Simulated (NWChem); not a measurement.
Species: SbF₂ cation; SMILES [F][Sb+][F]

def2 effective core potentials on Sb; no spin-orbit coupling.

Question: Give the equilibrium geometry at PBE0/def2-SVP with def2 effective core potentials on Sb (NWChem) as an XYZ file, with the point group.

Answer: point group C2v; any orientation.
```
3

Sb     0.0000     0.0000     0.2729
F     -1.3990     0.0000    -0.9794
F      1.3990     0.0000    -0.9794
```
